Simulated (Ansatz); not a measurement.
`[Cl][GeH2][I]` + H–F → `[F][GeH2][I]` + HCl at 298.15 K and 1 bar (ligand exchange at a Ge–Cl bond).

Gas-phase electronic energies from Ansatz, PBE0-D4/def2-TZVP geometries. CCSD(T)/CBS adds triple-zeta CCSD(T) − MP2 to the extrapolated MP2 energy (def2 sets, frozen cores). This one scheme is used for every species. def2 core potentials past Kr. For Ge, I outer-core shells are correlated without core-valence functions, which leaves a few kJ/mol of doubt a bond. Scalar relativity is left out up to krypton.

| species | CCSD(T)/CBS energy (Eh) | H − E (kJ/mol) | S (J/(mol·K)) |
| --- | --- | --- | --- |
| `[Cl][GeH2][I]` | -2834.60434 | 62.4 | 326.7 |
| H–F | -100.39570 | 33.5 | 173.6 |
| `[F][GeH2][I]` | -2474.61172 | 64.0 | 315.1 |
| HCl | -460.38127 | 26.6 | 186.8 |

H − E and S are ideal-gas, rigid-rotor, harmonic terms from PBE0-D4/def2-TZVP. 1 Eh = 2625.50 kJ/mol, R = 8.31446 J/(mol·K).

Question: By hand: ΔE, ΔH, ΔS and ΔG.

Answer: ΔE = (-2474.61172) + (-460.38127) − (-2834.60434) − (-100.39570) = 0.00705 Eh = 18.5 kJ/mol. Δ(H − E) = 64.0 + 26.6 − 62.4 − 33.5 = -5.3, so ΔH = 13.2 kJ/mol. ΔS = 315.1 + 186.8 − 326.7 − 173.6 = 1.6 J/(mol·K). ΔG = 13.2 − 298.15 × (1.6)/1000 = 12.7 kJ/mol.

Question: By hand: the equilibrium constant, and the temperature at which ΔG would vanish if ΔH and ΔS stayed fixed.

Answer: log₁₀ K = −ΔG/(RT ln 10) = -2.2. ΔG = 0 at ΔH/ΔS = 8250 K, far beyond where these terms or the molecules hold.

The number of gas molecules stays the same, so ΔS is small and ΔH decides. A doubt of 5 kJ/mol in ΔE shifts log₁₀ K by 0.9 here. These are equilibria of isolated gas molecules and say nothing of rates. Largest T1 diagnostic: 0.010 (customary marks: 0.02 for closed shells, 0.045 for open ones).
